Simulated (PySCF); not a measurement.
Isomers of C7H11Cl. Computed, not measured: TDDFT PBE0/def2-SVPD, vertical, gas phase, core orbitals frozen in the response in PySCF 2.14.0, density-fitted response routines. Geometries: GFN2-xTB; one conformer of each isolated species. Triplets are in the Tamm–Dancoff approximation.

A. `[C@]12([C@H](Cl)CC[C@H]2C1)C`
B. `CC1=CC[C@H](Cl)CC1`
C. `C1CC21[C@](C)([C@@H]2C)Cl`
D. `C[C@@H]1C[C@H]2C[C@@]2(Cl)C1`

Lowest singlet levels (six at most, fewer where fewer were computed) with oscillator strengths:

1. 6.26 eV (f 0.016); 6.91 eV (f 0.197); 7.07 eV (f 0.008); 7.23 eV (f 0.002); 7.25 eV (f 0.005); 7.32 eV (f 0.001); T1 4.36 eV
2. 6.52 eV (f 0.002); 6.99 eV (f 0.009); 7.06 eV (f 0.009); 7.49 eV (f 0.006); 7.66 eV (f 0.021); 7.81 eV (f 0.007); T1 5.95 eV
3. 7.17 eV (f 0.010); 7.33 eV (f 0.003); 7.42 eV (f 0.025); 7.56 eV (f 0.030); 7.72 eV (f 0.010); 7.82 eV (f 0.012); T1 6.61 eV
4. 6.55 eV (f 0.001); 7.19 eV (f 0.025); 7.21 eV (f 0.028); 7.69 eV (f 0.005); 7.74 eV (f 0.031); 7.80 eV (f 0.018); T1 5.99 eV

Task: Which spectrum belongs to which structure?

Result: 1 = B, 2 = C, 3 = A, 4 = D.
- A: S1 at 7.17 eV, HOMO→LUMO (58%), HOMO→LUMO+1 (21%); Löwdin shares by element: HOMO carbon 52% or more, chlorine 10% (atoms not listed hold the other 38%); LUMO chlorine 25%, carbon 22% or more, hydrogen 6% or more (atoms not listed hold the other 46%); HOMO -7.79 and LUMO 0.67 eV.
- B: S1 at 6.26 eV, HOMO→LUMO (73%), HOMO→LUMO+1 (25%); Löwdin shares by element: HOMO carbon 78% or more (atoms not listed hold the other 22%); LUMO carbon 39% or more, chlorine 11% (atoms not listed hold the other 50%); HOMO -7.02 and LUMO 0.28 eV.
- C: S1 at 6.52 eV, HOMO→LUMO (60%), HOMO→LUMO+1 (35%); Löwdin shares by element: HOMO carbon 40% or more, chlorine 34% (atoms not listed hold the other 26%); LUMO carbon 27% or more, chlorine 25% (atoms not listed hold the other 48%); HOMO -7.42 and LUMO 0.57 eV.
- D: S1 at 6.55 eV, HOMO→LUMO (76%), HOMO→LUMO+1 (21%); Löwdin shares by element: HOMO carbon 44% or more, chlorine 39% (atoms not listed hold the other 17%); LUMO chlorine 29%, carbon 18% or more, hydrogen 7% or more (atoms not listed hold the other 46%); HOMO -7.43 and LUMO 0.60 eV.
C and D have S1 within 0.03 eV of each other; their strongest listed levels stand at 7.66 eV (f 0.021) and 7.74 eV (f 0.031).
